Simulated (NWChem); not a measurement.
# C₂H₄BNO₂; SMILES OB(C)N=C=O

```xyz
10

B     -0.1692     0.9562    -0.0045
C      1.0622     1.9381     0.0012
H      1.7349     1.7086    -0.8409
H      1.6579     1.7824     0.9161
H      0.7930     3.0039    -0.0532
N      0.0507    -0.4596     0.0013
C      0.1605    -1.6478     0.0059
O      0.2880    -2.8101     0.0105
O     -1.4646     1.3570    -0.0099
H     -1.5518     2.3148    -0.0137
```
Atoms are numbered in this order, from 1.

Results from NWChem. Pople sets run with spherical d functions. Coordinates come from a PBE0/def2-SVP optimisation. Atomic charges in e: unrestrained fits to the electrostatic potential beside Mulliken populations; buried atoms are poorly determined by the fit.

**Question.** What does the run give for Hartree-Fock/6-31G*? Quantities: ESP B1; Mulliken B1; ESP C2; Mulliken C2; ESP N6; Mulliken N6; ESP C7; Mulliken C7; ESP O8; Mulliken O8; relative RMS misfit of the potential (%).

**Answer.** 
```json
{
 "ESP B1": "0.88",
 "Mulliken B1": "0.77",
 "ESP C2": "-0.55",
 "Mulliken C2": "-0.74",
 "ESP N6": "-0.65",
 "Mulliken N6": "-0.60",
 "ESP C7": "0.79",
 "Mulliken C7": "0.78",
 "ESP O8": "-0.49",
 "Mulliken O8": "-0.51",
 "relative RMS misfit of the potential (%)": "17"
}
```
